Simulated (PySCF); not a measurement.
LDA on Os⁻ (osmium, charge -1), [Xe] 4f14 5d7 6s2, high-spin 4F determinant. Calculation: PySCF 2.14, in x2c-TZVPPall with one added diffuse shell each of s, p, d, f type (12s8p8d4f1g, 113 functions); the spin-free X2C one-electron Hamiltonian (Gaussian nucleus).

```
cycle= 1 E= -17244.6383304225  delta_E= -0.0488  |g|= 0.378  |ddm|= 0.919
cycle= 2 E= -17244.59477553  delta_E= 0.0436  |g|= 0.578  |ddm|= 0.487
cycle= 3 E= -17244.641479242  delta_E= -0.0467  |g|= 0.144  |ddm|= 0.539
cycle= 4 E= -17244.6520473265  delta_E= -0.0106  |g|= 0.0112  |ddm|= 0.208
cycle= 5 E= -17244.6521497772  delta_E= -0.000102  |g|= 0.00274  |ddm|= 0.031
cycle= 6 E= -17244.6521551079  delta_E= -5.33e-06  |g|= 9.27e-05  |ddm|= 0.00453
cycle= 7 E= -17244.6521551163  delta_E= -8.37e-09  |g|= 5.16e-05  |ddm|= 0.000413
cycle= 8 E= -17244.6521551181  delta_E= -1.86e-09  |g|= 2.86e-06  |ddm|= 0.000102
cycle= 9 E= -17244.6521551182  delta_E= -1.46e-11  |g|= 1.07e-07  |ddm|= 7.98e-06
converged SCF energy = -17244.6521551182  <S^2> = 3.7768397  2S+1 = 4.0133974
```

Highest occupied orbital energy: 1.948 eV; ⟨L²⟩ = 12.02; populations by l: s 12.00, p 24.00, d 27.00, f 14.00.

Q: Can this result be used?

A: With care. The calculation finished and met its thresholds. Spin-orbit coupling, absent here, splits the open shell strongly. At LDA the highest occupied level has a positive energy, so only the finite basis holds that electron; in a semilocal or global hybrid functional this comes from self-interaction and does not mean that the real anion is unbound.
